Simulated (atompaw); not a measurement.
cerium: variants of one PAW (atompaw) potential

Base potential:

| Property | Result |
| --- | --- |
| Element | cerium |
| Generator | atompaw 4.2.0.5 |
| Type | PAW |
| Functional | PBE |
| Relativity | scalar-relativistic |
| Frozen core | [Kr] 4d10 |
| Valence charge | 12 |
| Reference configuration | 4f1 5s2 5p6 5d1 6s2 6p0 |
| Partial waves | 5s (bound): rc 2.30 bohr; 6s (bound): rc 3.00 bohr; 5p (bound): rc 2.60 bohr; 6p (bound, empty): rc 2.90 bohr; 5d (bound): rc 3.00 bohr; 5d channel at 0.4 Ry: rc 3.00 bohr; 4f (bound): rc 1.85 bohr; 4f channel at 0.15 Ry: rc 1.85 bohr |
| Local potential | bessel scheme, radius 2.05 bohr |
| Core correction | smooth core density matched at 2.65 bohr |
| Augmentation charge | sinc compensation charge, radius 2.70 bohr; PAW radius 3.00 bohr; waves and projectors: custom polynom gramschmidtortho |

All-electron outer shells of the reference configuration (PBE, scalar-relativistic, ld1.x):

| shell | level (eV) | outermost node (bohr) | outermost maximum (bohr) |
| --- | --- | --- | --- |
| 4p | -211.06 | 0.33 | 0.62 |
| 4d | -110.49 | 0.31 | 0.66 |
| 5s | -40.59 | 0.75 | 1.37 |
| 5p | -23.22 | 0.81 | 1.55 |
| 4f | -5.38 | – | 0.71 |
| 6s | -3.74 | 1.82 | 3.72 |
| 5d | -3.06 | 0.92 | 2.15 |
| 6p | -1.35 | 2.16 | 4.90 |

Cutoffs, loose and tight: the cutoffs (Ry, on a coarse ladder) from which the occupation-weighted sum of valence levels, in a spherical-Bessel basis at the reference potential, stays within 10 and 1 mRy of its value at 400 Ry. They see the waves, projectors and local potential, not the compensation charge or the core. A dash means not determined.

A true bound ghost makes a file unfit for plane-wave use even where its test errors are small: the radial tests pick states by their node count and pass the ghost by.

| change | outcome | cutoff, loose | cutoff, tight | bound ghosts |
| --- | --- | --- | --- | --- |
| base | generated | 30 Ry | 55 Ry | p |
| wave 4f channel at 0.15 Ry: rc 1.85 bohr becomes 4f channel at 0.15 Ry: rc 1.56 bohr | generated | 30 Ry | 55 Ry | p |
| local potential bessel scheme, radius 1.52 bohr | generated | 30 Ry | 55 Ry | none |
| core [Xe], valence charge 4; reference 4f1 5d1 6s0 6p0; waves now 6s (bound): rc 3.00 bohr; 6s channel at 0.05 Ry: rc 3.00 bohr; 6p (bound): rc 3.00 bohr; 6p channel at 4.25 Ry: rc 3.00 bohr; 5d (bound): rc 3.00 bohr; 5d channel at 1.6 Ry: rc 3.00 bohr; 4f (bound): rc 1.10 bohr; 4f channel at 3.65 Ry: rc 1.10 bohr; local potential bessel scheme, radius 2.15 bohr; core correction smooth core density matched at 1.90 bohr; augmentation sinc compensation charge, radius 2.20 bohr; PAW radius 3.00 bohr; waves and projectors: custom polynom gramschmidtortho | generated | 100 Ry | 160 Ry | s, p |
| wave 5d channel at 0.4 Ry: rc 3.00 bohr becomes 5d channel at 0.55 Ry: rc 3.00 bohr | generated | 30 Ry | 55 Ry | p |
| wave 4f channel at 0.15 Ry: rc 1.85 bohr becomes 4f channel at 0.15 Ry: rc 1.76 bohr | generated | 30 Ry | 55 Ry | p |
| augmentation sinc compensation charge, radius 1.84 bohr; PAW radius 3.00 bohr; waves and projectors: custom polynom gramschmidtortho | generated | 30 Ry | 55 Ry | p |

Task: What comes out with this change to the base: waves 5s (bound); 6s (bound); 5p (bound); 6p (bound); 5d (bound); 5d channel at 0.4 Ry; 4f (bound); 4f channel at 0.15 Ry; augmentation sinc compensation charge, radius 2.70 bohr; PAW radius 3.00 bohr; waves and projectors: bloechl?

Result: outcome: generated; cutoff, loose: 21 Ry; cutoff, tight: 30 Ry; bound ghosts: none.
